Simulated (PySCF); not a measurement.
A structure optimised at TPSSh-D3(BJ)/def2-SVP, used in a PySCF frequency run:

```xyz
5

Se     0.0000     0.0000    -0.3265
F      0.0000     1.7822    -0.1627
F      1.3241     0.0000     0.7794
F      0.0000    -1.7822    -0.1627
F     -1.3241     0.0000     0.7794
```

Problem. Write its SMILES, formula and point group.

Solution. F[Se](F)(F)F, F4Se, C2v

Problem. What are its rotational constants (standard atomic weights)?

Solution. 5.1003, 3.2998, 2.6981 GHz
